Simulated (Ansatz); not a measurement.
Ansatz (a program for electronic structure) input:

Ansatz 0.2 input:
```yaml
crystal:
  periodic: [false, false, false]
  atoms:
    - {symbol: F, position_ang: [0.00931652, 1.35814863, 1.28029695]}
    - {symbol: Si, position_ang: [0.01567875, 0.17099718, 0.22205339]}
    - {symbol: Cl, position_ang: [0.08438803, 1.11384775, -1.60169398]}
    - {symbol: N, position_ang: [-1.35807343, -0.79676844, 0.40349570]}
    - {symbol: Si, position_ang: [-3.03164377, -0.32712970, 0.33146840]}
    - {symbol: O, position_ang: [1.33276185, -0.73370410, 0.42163093]}
    - {symbol: Si, position_ang: [2.93127808, -0.88434753, 0.03692210]}
    - {symbol: H, position_ang: [-1.15977238, -1.78188916, 0.51425551]}
    - {symbol: H, position_ang: [-3.73871767, -0.71290608, 1.57419804]}
    - {symbol: H, position_ang: [-3.72039477, -0.97336950, -0.80973964]}
    - {symbol: H, position_ang: [-3.05167716, 1.14026838, 0.16808827]}
    - {symbol: H, position_ang: [3.62899752, 0.39810021, 0.26782423]}
    - {symbol: H, position_ang: [3.49227692, -1.93553049, 0.90918705]}
    - {symbol: H, position_ang: [3.06087906, -1.27969019, -1.38142035]}
basis:
  gaussian:
    orbitals: def2-SVP
hamiltonian:
  xc: {name: PBE0}
```

Question: What final total energy does it print?

Answer: -1561.59575 Eh (PBE0/def2-SVP). The basis has 149 functions.
